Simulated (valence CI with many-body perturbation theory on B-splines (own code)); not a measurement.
## Questions on Sn²⁸⁺

Computed by valence CI with perturbative core correlation (CI+MBPT): four valence electrons over a frozen Dirac-Fock core [Ar], a basis of 9 s, 9 p, 10 d, 8 f, 5 g, 3 h, 1 i functions for each j, with the one-electron correlation potential Σ1 (screened to all orders), the two-electron term Σ2, the three-electron term Σ3, Breit, model QED; selected single and double excitations, second order for the rest (own B-spline code, finite nucleus).

The last digits are not significant, and no measured levels were compared; by estimate large intervals hold to a few tenths of a per cent, small ones and those within an open d or f shell to about a per cent. Core correlation moves these levels by up to 8500 cm⁻¹, and in measured spectra 5 to 20 % of such shifts remained as error; rates that hang on mixing are uncertain with them. Only levels of the ground parity were solved; by the run's estimate the other parity begins above the list, which can be wrong where configurations are misplaced.

Levels are named by their leading jj configuration (3d3/2^4 stands for four electrons in 3d with j = 3/2), which in mixed levels can hold well under half, so a name can repeat and another be missing.

Rates and lifetimes use the calculated energies. Strong lines usually hold to 10 to 20 %, long lifetimes can be off by a factor of two.

Q: What is the ground level?

A: (3d3/2^4) J=0, composition 50 % 3d⁴ ⁵D + 44 % 3d⁴ ³P + 6 % 3d⁴ ¹S.

Q: How well does LS coupling describe the low levels?

A: Among the lowest 20 levels the leading LS term, summed over configurations, holds 59 % on average. For single configurations the figures are 59 % in LS and 74 % in jj coupling. Terms mix most in the J = 2 level at 268200 cm⁻¹, where the leading one holds 35 %.

Q: Name the longest-lived excited levels whose lifetime is computed, and their main decay.

A: (3d3/2^3 3d5/2) J=4 at 101980 cm⁻¹ lives 850 ms, mostly by M1 to (3d3/2^2 3d5/2^2) J=3.

Q: What is the ionisation energy?

A: 1595.9 eV; NIST lists 1596 ± 4 eV (theoretical).
